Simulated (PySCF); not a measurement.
Species: C4H11As2N.
Cartesian coordinates in Å at the PBE0-D3(BJ)/def2-SVP level; atoms count from 1:
```
atom  x, y, z in Å
C1    -2.3819    0.0736   -1.2850
N2    -1.0570   -0.2286   -0.8334
C3    -0.8276   -0.3506    0.4053
C4     0.5437   -0.6231    0.9174
As5    1.1834    0.8812    2.0875
C6     1.5399   -0.9650   -0.1783
As7    1.7975    0.3975   -1.6120
H8    -3.1296    0.1468   -0.4700
H9    -2.7142   -0.6952   -2.0012
H10   -2.3726    1.0268   -1.8391
H11   -1.6298   -0.2423    1.1661
H12    0.4832   -1.4601    1.6374
H13    0.0637    0.7038    3.1130
H14    0.4233    1.9979    1.3812
H15    1.1825   -1.8632   -0.7057
H16    2.5221   -1.1978    0.2560
H17    3.1897    0.8374   -1.1338
H18    1.1504    1.5722   -0.8916
```

All values: wB97X-D/def2-SVPD (PySCF, non-relativistic), on one gas-phase PBE0-D3(BJ)/def2-SVP geometry that isn't relaxed in the solvent. The solvent is an IEF-PCM continuum (Bondi radii, 1.10 Å for H, scaled by 1.2), and excitations are vertical TDDFT with non-equilibrium linear response and a frozen core. Specific hydrogen bonds and non-electrostatic terms are outside this model. Spin–orbit coupling is left out although an atom past zinc is present.

Gas-phase singlets (H = HOMO, L = LUMO):

```tsv
state	E (eV)	λ (nm)	f	leading configurations
S1	5.171	240	0.004	H-2→L 54%, H→L 19%
S2	6.186	200	0.148	H-1→L 58%, H→L 27%
S3	6.315	196	0.168	H→L 43%, H-2→L 28%
S4	6.418	193	0.055	H→L+1 48%, H→L+4 28%
S5	6.519	190	0.074	H-1→L+1 76%
```

**Question.** How does the list change in chloroform (ε = 4.711)?

**Answer.** 
```json
{"state": "S1", "E (eV)": "5.213", "λ (nm)": "238", "f": "0.008", "leading configurations": "H-2→L 51%, H→L 26%", "change by rank (eV)": "+0.042"}
{"state": "S2", "E (eV)": "6.136", "λ (nm)": "202", "f": "0.423", "leading configurations": "H-1→L 80%, H-2→L 8%", "change by rank (eV)": "-0.050"}
{"state": "S3", "E (eV)": "6.402", "λ (nm)": "194", "f": "0.117", "leading configurations": "H→L+1 38%, H→L 22%", "change by rank (eV)": "+0.087"}
{"state": "S4", "E (eV)": "6.498", "λ (nm)": "191", "f": "0.015", "leading configurations": "H-1→L+1 38%, H→L 26%", "change by rank (eV)": "+0.080"}
{"state": "S5", "E (eV)": "6.533", "λ (nm)": "190", "f": "0.095", "leading configurations": "H-1→L+1 33%, H→L+1 20%", "change by rank (eV)": "+0.014"}
```

**Question.** The ground-state energy changes by -0.118 eV from gas to chloroform. By how much does the total energy of gas-phase S1 change?

**Answer.** E(S1) = E(S0) + excitation energy, so it changes by -0.118 + 0.042 = -0.076 eV: it is lowered less than the ground state, which is what a blue shift means. This is the vertical state, with the slow part of the continuum still set for S0.

**Question.** How do the frontier levels move from gas to chloroform?

**Answer.** 
```csv
orbital,gas (eV),solvent (eV),change (eV),"Löwdin shares, gas","Löwdin shares, solvent"
LUMO+2,2.21,2.34,+0.13,"As5 53 %, H13 14 %, H14 11 %, As7 5 %","As5 51 %, H13 12 %, As7 10 %, H14 10 %"
LUMO+1,1.72,1.85,+0.13,"As5 29 %, As7 12 %, H13 9 %, H14 7 %","As5 27 %, As7 17 %, H13 8 %, H14 7 %"
LUMO,1.23,1.36,+0.13,"N2 25 %, C3 24 %, As5 23 %, C4 9 %","N2 25 %, C3 24 %, As5 24 %, C4 9 %"
HOMO,-8.67,-8.73,-0.06,"As7 59 %, H17 9 %, C6 9 %, N2 6 %","As7 53 %, N2 10 %, H17 9 %, C6 7 %"
HOMO-1,-9.01,-8.91,+0.10,"As5 43 %, N2 16 %, C4 12 %, C3 7 %","As5 43 %, N2 14 %, C4 12 %, C3 7 %"
HOMO-2,-9.40,-9.32,+0.08,"N2 45 %, C3 10 %, As7 8 %, C1 8 %","N2 42 %, As7 11 %, C3 9 %, C1 8 %"
HOMO-3,-10.27,-10.14,+0.13,"As5 25 %, C4 11 %, C6 11 %, H14 9 %","As5 26 %, C4 11 %, C6 10 %, H14 9 %"
```

The HOMO–LUMO gap goes from 9.90 to 10.09 eV.

On one thread, Arm Neoverse V2 (aarch64), no GPU, on a shared host, this took 72 s and 1.5 GiB of memory at its peak. This is the whole response run at wB97X-D/def2-SVPD in chloroform, SCF included.

wB97X-D is run here without its empirical dispersion term; that term would change no orbital, density or response property at a fixed geometry.
